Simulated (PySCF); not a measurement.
**TaO₂ + 2 H₂O → TaH₄ + 2 O₂**

Level: PBE0 in the def2-TZVP basis family, computed in PySCF with density fitting; scalar-relativistic core potentials for atoms from Rb on, none lighter, no spin–orbit coupling; open shells unrestricted.

```tsv
species	state and structure	E (Eh)	ZPE (kJ/mol)	H(298 K) − H(0) (kJ/mol)	S° (J/(mol K))
TaO₂	doublet, C2v, Ta–O 1.719 Å (×2); O–Ta–O 105.5°	-207.39977	13.9	11.1	279.8
H₂O	singlet, C2v, O–H 0.960 Å (×2); H–O–H 105.1°	-76.37736	56.5	9.9	188.7
TaH₄	doublet, D2d, Ta–H 1.771 Å (×4); H–Ta–H 106.3° (×2), H–Ta–H 111.1° (×4)	-59.26844	61.2	12.5	255.0
O₂	triplet, D∞h, O–O 1.193 Å	-150.23561	10.3	8.7	204.9
```

(1) What is the electronic reaction energy?

(2) Add zero-point, thermal and entropy terms for 298.15 K and 1 bar.

Answers

(1) At PBE0/def2-TZVP, ΔE = 1089.1 kJ/mol from the differences of the total energies times 2625.5, uphill. 

(2) ΔZPE = -45.1 and Δ[H(298) − H(0)] = -1.0 kJ/mol give ΔH° = 1043.0 kJ/mol. ΔS° = 7.6 J/(mol K), so ΔG° = 1043.0 − 298.15 × (0.0076) = 1041 kJ/mol.

Spin–orbit coupling can matter for TaO₂, TaH₄ and is left out. Open d or f shells are single determinants, so the state found may not be the ground state. Only the bonding shown was studied: isomers, or loss of a ligand pair, can lie lower.
